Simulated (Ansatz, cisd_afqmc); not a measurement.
System: BHCl, charge 1, singlet. BHCl+ (parent SMILES [BH]Cl, singlet).
B3LYP-D3(BJ)/def2-TZVP minimum from Ansatz (an electronic-structure program):
```
B
H 1 1.1707
Cl 1 1.5923 2 180.00
```
Charge +1, spin multiplicity 1.

Total energies in aug-cc-pV(D+d)Z, 10 correlated electrons, 6 frozen orbitals. UHF or UKS for unpaired electrons; spin-orbit terms are left out. Correlated methods leave the cores frozen. No relativity. AFQMC is phaseless with a CISD trial state; ± is one standard error, without the phaseless bias. Outlying blocks are dropped, and bars are widened where a walk drifts. Over all cases where full CI ran beside it in this data, AFQMC minus full CI had a median of +0.1 mEh and passed +0.4 mEh in a tenth of the cases. The spin of HBCl+ (parent SMILES [BH]Cl, singlet) was assumed, and the state is the lowest solution found for it.

The bar of a AFQMC/CISD walk is widened from 0.36 to 0.78 mEh, since its halves differ by 1.56 mEh.

```
method         program         energy (Eh)  minus CCSDT(Q) (mEh)
----------  ----------  ------------------  --------------------
HF              Ansatz          -484.47343                242.17
MP2             Ansatz          -484.68247                 33.13
CCSD            Ansatz          -484.70575                  9.85
CCSD(T)         Ansatz          -484.71428                  1.32
CCSDT(Q)        Ansatz          -484.71560                  0.00
AFQMC/CISD  cisd_afqmc  -484.7152 ± 0.0008             0.4 ± 0.8
```
